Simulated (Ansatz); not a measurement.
Job for Ansatz (an electronic-structure program): U-PBE0/def2-TZVPP on BeS, 2S+1 = 3, a spin state set in the input, which need not be the lowest, a point of a bond scan (R = 1.931 Å).

Ansatz 0.2 input:
```yaml
crystal:
  periodic: [false, false, false]
  atoms:
    - {symbol: Be, position_ang: [0.00000000, 0.00000000, 0.00000000]}
    - {symbol: S, position_ang: [0.00000000, 0.00000000, 1.93055000]}
basis:
  gaussian:
    orbitals: def2-TZVPP
    pivot_positions_ang: [[0.00000000, 0.00000000, 0.00000000], [0.00000000, 0.00000000, 1.93055000]]
hamiltonian:
  xc: {name: PBE0}
magnetization: {spin_polarized: true, initial_magnetization: 2}
output: {forces: true, orbitals: {seedname: ./end}}
```

The log:

```
WARN ansatz: RAYON_NUM_THREADS=2 ignored (pool sized by the plan → 2); use --threads N
Functional definition: PBE0
integrals: 0.01 GiB planned
456 factors; their error is unknown
mean field: 0.16 GiB planned
mean field evaluation 1: about -11229.8517 eV, gradient 8.8e0 eV
mean field evaluation 2: about -11230.0238 eV, gradient 8.7e0 eV
mean field evaluation 4: about -11230.4678 eV, gradient 5.6e-1 eV
mean field evaluation 8: about -11230.4770 eV, gradient 4.5e-2 eV
mean field evaluation 16: about -11230.4770 eV, gradient 1.6e-5 eV
mean field -11230.47703251 eV, -412.7124186541 hartree, gradient 1.6e-5 eV, S^2 2.004897; 0 other end points of the search recorded, 0 dependent functions left out
the calculation of the forces begins
reference -11230.47706217 eV, -412.7124197438 hartree; 11, 9 occupied and 50, 52 virtual orbitals, 456 factors
Total energy: -11230.47706217 eV, -412.7124197438 hartree
Atom 0 at     0.000000     0.000000     0.000000 Å, force    -0.000000     0.000000     0.106185 eV/Å
Atom 1 at     0.000000     0.000000     1.930550 Å, force     0.000000    -0.000000    -0.106185 eV/Å
Dipole moment:    -0.000000    -0.000000    -0.124736 e Å
```

The calculation finished and met its thresholds.

Cost: roughly 0.8 core-seconds.
